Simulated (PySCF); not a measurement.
Working out the excitation energy of O

O [He] 2s2 2p4 (3P) → O [He] 2s1 2p5 (3P). Calculation: PySCF 2.14, in aug-cc-pwCVDZ (5s4p2d, 27 functions); the non-relativistic Hamiltonian (point nucleus). Frozen: nothing. Energies in hartree (1 hartree = 27.21139 eV):

```tsv
part	O (lower)	O (upper)
UHF	-74.796697	-74.174054
CCSD correlation	-0.163122	-0.213455
(T)	-0.002098	-0.012935
```

**Question.** What does Hartree-Fock give?

**Answer.** (-74.174054) − (-74.796697) = 0.622643 hartree = 16.943 eV.

**Question.** What do CCSD and CCSD(T) give?

**Answer.** The CCSD correlation energies differ by -0.050333 hartree = -1.370 eV and the triples by -0.010837 hartree = -0.295 eV, so CCSD gives 15.573 eV and CCSD(T) 15.278 eV.

The upper state lies above the first ionisation limit, where it may autoionise and the basis confines it.

A double-zeta basis recovers only part of the correlation energy.

The coupled-cluster amplitudes are large, so a single reference is strained.
